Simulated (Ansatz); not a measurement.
One change: `FB1BC1` becomes `IB1BC1`.

Ansatz, PBE0-D4/def2-TZVP geometries, multiplicity 1. 

Elements past krypton have def2 core potentials.

```csv
property,`FB1BC1`
HOMO energy (B3LYP/def2-TZVPP) / eV,-7.79
LUMO energy (PBE0/def2-TZVPP) / eV,-0.73
LUMO energy (PBE/def2-TZVPP) / eV,-1.72
zero-point energy (PBE0-D4/def2-TZVP) / kJ/mol,110.7
HOMO energy (ωB97M-V/def2-TZVPP) / eV,-10.25
"ideal-gas entropy at 298 K and 1 bar (rigid rotor, harmonic PBE0-D4/def2-TZVP) / J/(mol·K)",292
```

(1) What does the change do to each property? (Estimate.)

## Answers

(1) The calculation gave: 
| property | `IB1BC1` | shift |
| --- | --- | --- |
| HOMO energy (B3LYP/def2-TZVPP) / eV | -6.65 | 1.14 |
| LUMO energy (PBE0/def2-TZVPP) / eV | -1.02 | -0.29 |
| LUMO energy (PBE/def2-TZVPP) / eV | -1.99 | -0.27 |
| zero-point energy (PBE0-D4/def2-TZVP) / kJ/mol | 107.2 | -3.5 |
| HOMO energy (ωB97M-V/def2-TZVPP) / eV | -8.98 | 1.27 |
| ideal-gas entropy at 298 K and 1 bar (rigid rotor, harmonic PBE0-D4/def2-TZVP) / J/(mol·K) | 312 | 20 |

With PBE0 the HOMO rises by 1.12 eV and the LUMO falls by 0.29 eV, so the gap narrows by about 1.41 eV. PBE moves the HOMO by 0.93 eV and ωB97M-V by 1.27 eV.

B3LYP here is the variant with VWN-RPA as its local correlation; programs differ in this.

Spin–orbit coupling is left out; it splits and shifts lone-pair levels of the heavy atoms by tenths of an eV.
